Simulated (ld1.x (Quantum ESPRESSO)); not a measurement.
What one change does to a pseudopotential (W, TM semilocal)

tungsten, norm-conserving Troullier–Martins (semilocal form), made with ld1.x (Quantum ESPRESSO) 7.5 (PBE, non-relativistic). Core [Kr] 4d10 4f14, reference 5s2 5p6 5d4 6s0 6p0 (charge +2). Waves: 5s (bound): rc 1.35 bohr; 5p (bound): rc 1.90 bohr; 5d (bound): rc 1.85 bohr. Local part: the d channel. Core correction: a·sin(br)/r model core inside 0.90 bohr.

All-electron outer shells of the reference configuration (PBE, non-relativistic, ld1.x):

```csv
shell,level (eV),outermost node (bohr),outermost maximum (bohr)
5s,-80.25,0.58,1.05
4f,-57.12,–,0.42
5p,-55.97,0.59,1.13
5d,-20.52,0.63,1.45
6s,-17.20,1.39,2.71
6p,-12.49,1.56,3.23
```

Change: scalar-relativistic.

Cutoffs: the cutoffs (Ry, on a coarse ladder) from which the occupation-weighted sum of valence levels, in a spherical-Bessel basis at the reference potential, stays within 10 and 1 mRy of its value at 400 Ry; they do not see the model core or the augmentation charge, which bear on the density cutoff. Errors are all-electron minus pseudo energies relative to the spin-unpolarised reference configuration.

What does the change do?

The potential gets neither clearly harder nor softer (80 Ry and 140 Ry → 90 Ry and 140 Ry); the s channel sets the loose cutoff, while the largest relative change is in p, which becomes harder; of the 7 tests that both files solve, the error grows in 7 and shrinks in 0 by more than 15 % and 0.3 meV (median size 200.2 → 522.4 meV); neither file shows a bound ghost. A semilocal file is local in each channel, so a ghost entry of none says nothing of the separable form that plane-wave codes build from it.

| quantity | base | changed |
| --- | --- | --- |
| cutoff, loose | 80 Ry | 90 Ry |
| cutoff, tight | 140 Ry | 140 Ry |
| loose cutoff by channel (10 mRy a level) | s 70 Ry, p 18 Ry, d 25 Ry | s 80 Ry, p 21 Ry, d 25 Ry |
| bound ghosts | none | none |
| error for 5s2 5p6 5d4 6s2 6p0, meV [ΔE -21.55 → -24.56 eV] | +235 | +628 |
| error for 5s2 5p6 5d4 6s1 6p0, meV [ΔE -13.89 → -15.68 eV] | +151 | +387 |
| error for 5s2 5p6 5d3 6s0 6p0, meV [ΔE 26.15 → 25.38 eV] | -3.4 | -12 |
| error for 5s2 5p6 5d5 6s1 6p0, meV [ΔE -22.07 → -23.02 eV] | +96 | +280 |
| error for 5s2 5p6 5d4 6s1.5 6p0, meV [ΔE -18.46 → -20.93 eV] | +200 | +522 |
| error for 5s2 5p6 5d3 6s2 6p0, meV [ΔE -11.24 → -15.73 eV] | +357 | +859 |
| error for 5s1 5p6 5d4 6s2 6p0, meV [ΔE 49.65 → 60.86 eV] | +400 | +887 |
| s: phases at 2.04 bohr within 0.05 rad from the reference energy up to (Ry; the scan ends near 5) | -0.6 | -1.7 |
| p: phases at 2.04 bohr within 0.05 rad from the reference energy up to (Ry; the scan ends near 5) | -0.4 | -0.7 |
| d: phases at 2.04 bohr within 0.05 rad from the reference energy up to (Ry; the scan ends near 5) | 4.0 | 4.1 |
